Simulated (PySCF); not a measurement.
## Calculated NMR parameters of C1C[C@@H](C2CC2)[SiH2]1

- Formula: C6H12Si
- SMILES: C1C[C@@H](C2CC2)[SiH2]1
- Point group of the computed structure: C1
- Degrees of unsaturation: 2
- Carbon signals: 6
- Proton signals: 12

Bonds (- single, = double, # triple, : aromatic): C1-C2, C2-C3, C3-C4, C4-C5, C5-C6, C3-Si7, Si7-C1, C6-C4. C1 carries H8, H9; C2 carries H10, H11; C3 carries H12; C4 carries H13; C5 carries H14, H15; C6 carries H16, H17; Si7 carries H18, H19. Stereochemistry as in C1C[C@@H](C2CC2)[SiH2]1. H15, H17 are cis to C3 on the ring; H9, H10, H18 are cis to C4 on the ring; H14, H16 are trans to C3 on the ring; H8, H11, H19 are trans to C4 on the ring.

PySCF calculation with geometry from GFN2-xTB and shieldings: GIAO PBE0/pcSseg-1; non-relativistic Hamiltonian, one conformer, in vacuum.

References, each an isolated molecule treated in the same way: 1H, 13C, 29Si against TMS.

| carbon | δC, type | δH (multiplicity) | HMBC from (2–3 bonds) | span of the C tensor (ppm) |
| --- | --- | --- | --- | --- |
| C1 | 5.0, CH2 | H8 1.39 (m); H9 1.10 (m) | H19, H18, H12, H11, H10 | 36 |
| C2 | 31.1, CH2 | H10 2.16 (m); H11 2.60 (m) | H19, H18, H12, H8, H9, H13 | 42 |
| C3 | 35.7, CH | 2.83 (m) | H19, H18, H11, H10, H8, H9, H13, H16, H14, H15, H17 | 52 |
| C4 | 15.8, CH | 0.93 (m) | H19, H18, H12, H11, H10, H16, H14, H15, H17 | 82 |
| C5 | 3.9, CH2 | H14 0.37 (m); H15 0.22 (m) | H12, H13, H16, H17 | 65 |
| C6 | 6.9, CH2 | H16 0.51 (m); H17 -0.28 (m) | H12, H13, H14, H15 | 60 |

Other nuclei:
```
atoms  nucleus                                                environment  δ (ppm)  σ (ppm)
  H19       1H  hydrogen on a silicon bonded to 2 C, in a 4-membered ring     4.51    27.21
  H18       1H  hydrogen on a silicon bonded to 2 C, in a 4-membered ring     4.41    27.31
  Si7     29Si           silicon bonded to 2 C, 2 H, in a 4-membered ring    -40.4    389.6
```

- Carbon types of the structure: 2 × CH, 4 × CH2, leaving 2 H on heteroatoms.
- δC 31.1: sp3 CH2 in a ring; a saturated carbon with 2 carbon neighbours and no heteroatom attached.
- δC 15.8, 6.9, 3.9: three-membered-ring carbon; carbons of three-membered rings are unusually shielded.
- δC 5.0: sp3 CH2 bonded to Si; an electropositive neighbour leaves it electron-rich and shielded.
- δH 4.51, 4.41: hydrogen on a silicon bonded to 2 C, in a 4-membered ring.
- δH 0.93, 0.51, 0.37, 0.22, -0.28: hydrogen on a three-membered-ring carbon; cyclopropane-type protons are shielded by the ring.

Shifts are as computed. Against solution values, carbons near 30 ppm lie about +3 ppm off and those near 130 ppm about +5 ppm. Of 1211 compounds with measured shifts, 218 miss one by over three times the rms of a fit or turn the order of signals round; such compounds aren't used in these exercises. Multiplicities follow the n + 1 count of equivalent neighbours, as no J values were calculated; m marks all less simple cases, F and P coupling included.
